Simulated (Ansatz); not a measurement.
Geometry optimisation, RKS PBE/def2-SVP in Ansatz 0.2.0.

Input:

```yaml
crystal:
  periodic: [false, false, false]
  atoms:
    - { symbol: Ge, position_ang: [-0.10497, 0.24432, -0.033314] }
    - { symbol: O, position_ang: [-0.313647, 0.123388, 1.720888] }
    - { symbol: H, position_ang: [-1.026675, 0.733124, 2.005683] }
    - { symbol: F, position_ang: [1.514807, 0.58895, -0.504083] }
    - { symbol: F, position_ang: [-1.0878, 1.581073, -0.551038] }
    - { symbol: F, position_ang: [-0.69504, -1.119296, -0.924115] }
    - { symbol: O, position_ang: [1.295528, -2.064345, 1.183134] }
    - { symbol: Si, position_ang: [0.600548, -3.578439, 0.860482] }
    - { symbol: H, position_ang: [0.978331, -3.920345, -0.546104] }
    - { symbol: H, position_ang: [1.145377, -4.624779, 1.798501] }
    - { symbol: H, position_ang: [-0.897081, -3.547293, 1.02082] }
    - { symbol: H, position_ang: [0.991623, -1.633859, 2.021444] }
basis:
  gaussian: { orbitals: def2-SVP }
hamiltonian:
  xc: pbe
relax:
  f_tol: 0.03
  max_steps: 50
```

Command:

```bash
$ ansatz run input.yaml --threads 4 --pin off --max-ram 5120MiB --backend cpu --events-out ev --progress --plain --runs-dir out
```

Problem. Where does it end, and by what steps?

Solution. The forces met the threshold. After 11 steps the energy has fallen by 0.224 eV; O7 moved furthest, 0.49 Å. Joined: Ge1–O7 (2.96 → 2.20 Å).

| step | energy less start (eV) | largest force component (eV/Å) | accepted |
| --- | --- | --- | --- |
| 0 | 0.0000 | 0.532 | yes |
| 1 | -0.0585 | 0.413 | yes |
| 2 | -0.1057 | 0.586 | yes |
| 3 | -0.1611 | 0.710 | yes |
| 4 | -0.1819 | 0.830 | yes |
| 5 | -0.2098 | 0.162 | yes |
| 6 | -0.2030 | 0.283 | no |
| 7 | -0.2195 | 0.071 | yes |
| 8 | -0.2216 | 0.050 | yes |
| 9 | -0.2233 | 0.034 | yes |
| 10 | -0.2236 | 0.038 | yes |
| 11 | -0.2238 | 0.007 | yes |

```xyz
12
Properties=species:S:1:pos:R:3
Ge -0.009 -0.084 0.157
O -0.350 0.238 1.880
H -0.826 1.092 1.924
F 1.592 0.168 -0.466
F -0.845 1.297 -0.535
F -0.847 -1.369 -0.701
O 0.873 -1.824 1.179
Si 0.561 -3.459 0.706
H 1.043 -3.572 -0.700
H 1.381 -4.313 1.631
H -0.888 -3.807 0.860
H 0.715 -1.584 2.116
```

Whether the end is a true minimum wasn't checked by a vibrational analysis.

Time of the run: 30 s on 4 threads of Arm Neoverse V1, with other jobs on the host, peak memory 0.22 GiB.
